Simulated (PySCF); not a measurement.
Molecule: SMILES N#CCC(O)=O, singlet. Atoms near the plane z = 0.0 Å, at the CAM-B3LYP/def2-SVP optimised geometry (x, y, z in Å): N1 (-2.3, -1.0, -0.5), C2 (-1.2, -1.1, -0.2), C3 (0.3, -1.2, 0.0), C4 (1.1, 0.1, 0.0), O5 (2.3, 0.1, 0.0), O6 (0.3, 1.2, 0.0), H7 (0.4, -1.7, 1.0), H8 (0.7, -1.9, -0.7), H9 (0.9, 1.9, 0.0).

Method: CAM-B3LYP/def2-TZVP in PySCF. Cells within 0.4 Å of a nucleus heavier than hydrogen are left out (blank, or x). The values are rescaled to run from 0 to 1.

```
|3333333333444444444444333|
|3333333333444455544444333|
|3333333333444555555444333|
|3333333333445666665444333|
|3223333333446799875544333|
|2222222333346999986543333|
|2222222222348999996433333|
|2222222222269999995432223|
|2222222221299x99984222222|
|221111111139xx99984211122|
|2111111122399999999920112|
|111011123459999x99x991112|
|11001244699999xx99xx91012|
|1000399999999999999971112|
|1000799999999999999510112|
|100099999x99xx99963111122|
|100059999999xx99953212222|
|1100258999999999854322222|
|1111123468999999754333333|
|2111112345677887654433333|
|2222222334556666554433333|
|2222222334455555544433333|
|2222223334444554444433333|
|2222333333444444444433333|
|2233333333444444444433333|
```
Scale: ten equal steps from 0.000 (start of '0') to 1.00 (end of '9'), in the order '0123456789'; x runs from -4.50 to 4.50, y from -4.50 (bottom) to 4.50 (top).

### Question
Which quantity is mapped?
(A) Laplacian of the electron density
(B) electrostatic potential
(C) an orbital amplitude
(D) electron localisation function

### Answer
B, electrostatic potential. In full: electrostatic potential (hartree/e), clipped to [-0.08, 0.12].
